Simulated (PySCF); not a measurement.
Basis and Hamiltonian dependence of the excitation energy of As

As [Ar] 3d10 4s2 4p3 (4S) → As [Ar] 3d10 4s1 4p3 4d1 (6D). All values are computed (PySCF 2.14, energy differences of UHF-based or UKS calculations, no spin-orbit coupling). Values in eV.

```tsv
basis	Hamiltonian	functions	UHF	r2SCAN	PBE0	MP2 (valence)	CCSD(T) (valence)
aug-cc-pVDZ-DK	spin-free X2C	36	14.075	15.910	16.030	15.206	15.492
aug-cc-pwCVDZ-PP with ECP10MDF	ECP	48	13.764	15.631	15.697	14.975	15.255
aug-cc-pVTZ-PP with ECP10MDF	ECP	55	13.059	14.925	15.029	14.342	14.581
x2c-TZVPPall with one added diffuse shell each of s, p, d type	spin-free X2C	57	13.108	14.944	15.082	14.418	14.678
aug-cc-pVTZ-DK	spin-free X2C	59	13.166	15.012	15.163	14.438	14.676
aug-cc-pVTZ-PP with one added diffuse shell each of s, d, f type with ECP10MDF	ECP	68	12.516	14.429	14.534	13.836	14.081
aug-cc-pVQZ-PP with ECP10MDF	ECP	89	12.775	14.662	14.759	14.151	14.352
def2-QZVPPD	non-relativistic	95	12.523	14.332	14.491	13.932	14.155
aug-cc-pwCVTZ-PP with ECP10MDF	ECP	96	13.051	14.948	15.039	14.373	14.599
x2c-QZVPPall with one added diffuse shell each of s, p, d, f type	spin-free X2C	113	13.056	14.925	15.068	14.418	n/a
aug-cc-pVQZ-PP with one added diffuse shell each of s, p, d, f, g type with ECP10MDF	ECP	114	12.478	14.419	14.514	13.901	n/a
dyall-av3z	spin-free X2C	144	13.030	14.895	15.040	14.314	n/a
```

Frozen in the all-electron rows: valence: [Ar] 3d10; with a core potential, the same shells as far as they lie outside it.

At UHF, aug-cc-pVDZ-DK, aug-cc-pwCVDZ-PP with ECP10MDF, aug-cc-pVTZ-PP with one added diffuse shell each of s, d, f type with ECP10MDF, aug-cc-pVQZ-PP with one added diffuse shell each of s, p, d, f, g type with ECP10MDF lie more than 0.3 eV from the median of the rows with comparable relativity.

Non-relativistic rows lack the scalar-relativistic shift. The upper state lies above the first ionisation limit, but in LS coupling its spin forbids autoionisation to the ground ion.
